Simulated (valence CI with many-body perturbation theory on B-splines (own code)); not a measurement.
# Questions on Ho52+

Computed by relativistic CI+MBPT: five valence electrons over a frozen Dirac-Fock core [Ne], radial functions for each j: 11 s, 11 p, 10 d, 8 f, 5 g, 2 h, with the one-electron correlation potential Σ1, the two-electron term Σ2, the three-electron term Σ3, Breit, model QED; selected CI, second order for the rest, scaled by the run's own slope (own B-spline code, finite nucleus).

No measured spectrum was set against this ion. As an estimate, large intervals hold to a few tenths of a per cent, small ones and those within an open d or f shell to about a per cent. Among the levels kept, up to 3200 cm⁻¹ of a level comes from second order outside the variational space, and about a tenth of that is noise between levels of different J, which matters for small intervals.

Levels are named by their leading jj configuration (3d3/2^4 stands for four electrons in 3d with j = 3/2), which in mixed levels can hold well under half, so a name can repeat and another be missing.

Rates and lifetimes use the calculated energies. Strong lines usually hold to 10 to 20 %, long lifetimes can be off by a factor of two.

Problem. What is the ground level?

Solution. (3s^2 3p1/2^2 3p3/2) J=3/2, composition 47 % 3s2.3p3 2P° + 26 % 3s2.3p3 2D° + 26 % 3s2.3p3 4S°, g = 1.354.

Problem. Name the longest-lived excited levels whose lifetime is computed, and their main decay.

Solution. (3s^2 3p1/2 3p3/2 3d5/2) J=9/2 at 471.80 eV lives 757 ns, mostly by M1 to (3s^2 3p1/2 3p3/2 3d3/2) J=7/2; (3s^2 3p1/2 3p3/2^2) J=5/2 at 219.59 eV lives 58.3 ns, mostly by M1 to (3s^2 3p1/2^2 3p3/2) J=3/2; (3s^2 3p1/2 3p3/2^2) J=1/2 at 233.03 eV lives 17.6 ns, mostly by M1 to (3s^2 3p1/2^2 3p3/2) J=3/2.

Problem. Among levels below 986.23 eV, which E1 lines absorb most strongly from the ground level?

Solution. to (3s^2 3p1/2 3p3/2 3d3/2) J=3/2 at 2.731 nm, f = 0.315; to (3s^2 3p1/2 3p3/2 3d3/2) J=5/2 at 2.781 nm, f = 0.276; to (3s^2 3p1/2 3p3/2 3d3/2) J=1/2 at 2.731 nm, f = 0.114.

Problem. Where does the other parity begin?

Solution. At (3s^2 3p1/2^2 3d3/2) J=3/2, 201.94 eV.

Problem. What is the ionisation energy?

Solution. 4804.4 eV; NIST lists 4802 ± 4 eV (theoretical).
